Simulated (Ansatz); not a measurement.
C6H10O2Sn, SMILES `CC1=CC(C)=[O+][Sn-]([CH3])[O]1` at its PBE0-D4/def2-TZVP geometry, where that method's forces vanish. Total charge 0; spin multiplicity 1. Sn takes the def2 core potential.

```xyz
19

C     1.5230   -0.0128   -2.3226
C     1.0137   -0.2160   -0.9285
C     0.4522    0.8688   -0.2475
C     0.0187    0.8749    1.0822
C    -0.4590    2.1609    1.6840
O     0.0020   -0.1206    1.8664
Sn    0.3232   -2.2013    1.3543
C    -1.6587   -2.2893    0.4209
O     1.1595   -1.3893   -0.4722
H     1.0221   -0.7175   -2.9905
H     2.5894   -0.2504   -2.3479
H     1.3694    1.0037   -2.6811
H     0.4028    1.8073   -0.7810
H     0.1702    2.4045    2.5436
H    -0.4409    2.9875    0.9756
H    -1.4752    2.0217    2.0602
H    -1.7261   -3.1588   -0.2391
H    -1.8540   -1.3878   -0.1644
H    -2.4325   -2.3853    1.1878
```

**Question.** What forces (eV/Å) does r2SCAN-D4/def2-TZVPP give on these atoms in Ansatz 0.2.0? (Best estimate.)

**Answer.** Ansatz gave: 
```
C1   0.043  0.032 -0.118
C2  -0.043  0.296 -0.142
C3  -0.009  0.094 -0.055
C4  -0.018  0.268 -0.194
C5  -0.035  0.118  0.040
O6  -0.022 -0.340  0.309
Sn7  0.059 -0.004  0.031
C8  -0.036  0.004 -0.020
O9   0.065 -0.436  0.133
H10  0.021  0.006  0.002
H11 -0.018 -0.007 -0.016
H12  0.009 -0.029  0.001
H13  0.000 -0.005  0.002
H14 -0.025  0.001 -0.002
H15 -0.004 -0.015  0.026
H16  0.018  0.009  0.009
H17 -0.012  0.018  0.012
H18  0.002 -0.009  0.006
H19  0.006 -0.002 -0.024
```
